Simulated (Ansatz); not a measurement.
One change: `FC(F)C[SiH3]` becomes `[CH3][AlH][CH](F)F`.

Ansatz, PBE0-D4/def2-TZVP geometries, multiplicity 1. Each molecule was computed in one conformer, which needn't be the lowest.

| property | `FC(F)C[SiH3]` |
| --- | --- |
| LUMO energy (PBE/def2-TZVPP) / eV | -0.27 |
| HOMO energy (PBE/def2-TZVPP) / eV | -7.89 |
| HOMO–LUMO gap (PBE/def2-TZVPP) / eV | 7.62 |
| LUMO energy (B3LYP/def2-TZVPP) / eV | 0.27 |
| size of the dipole moment (B3LYP/def2-TZVPP) / D | 1.91 |
| HOMO energy (PBE0/def2-TZVPP) / eV | -9.49 |

Task: What does the change do to each property? (Estimate.)

Result: Computed: 
```tsv
property	`[CH3][AlH][CH](F)F`	shift
LUMO energy (PBE/def2-TZVPP) / eV	-2.29	-2.02
HOMO energy (PBE/def2-TZVPP) / eV	-6.19	1.70
HOMO–LUMO gap (PBE/def2-TZVPP) / eV	3.90	-3.72
LUMO energy (B3LYP/def2-TZVPP) / eV	-1.76	-2.03
size of the dipole moment (B3LYP/def2-TZVPP) / D	1.86	-0.05
HOMO energy (PBE0/def2-TZVPP) / eV	-7.68	1.81
```

With PBE0 the HOMO rises by 1.81 eV and the LUMO falls by 2.03 eV, so the gap narrows by about 3.84 eV. PBE moves the HOMO by 1.70 eV and ωB97M-V by 1.79 eV. Dipoles are sizes alone; their direction can turn.

Positive LUMOs are unbound, so they and the gaps depend on the basis.

B3LYP here is the variant with VWN-RPA as its local correlation; programs differ in this.
